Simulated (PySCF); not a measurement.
SnF3, SMILES [F][Sn+]([F])[F], charge +1. Geometry: PBE-D3(BJ)/def2-SVP. The spin state was assumed, not searched. The isomer is the one that the SMILES or the coordinates give; other isomers of the formula were not compared. The def2 effective core potentials stand for the cores of Sn; spin–orbit coupling is left out.

Computed equilibrium geometry at PBE-D3(BJ)/def2-SVP (PySCF confirms it by a frequency run) as a Z-matrix, and its point group:
point group D3h.
```
Sn
F 1 1.8995
F 1 1.8995 2 120.00
F 1 1.8995 2 120.00 3 180.00
```
Charge +1, spin multiplicity 1.
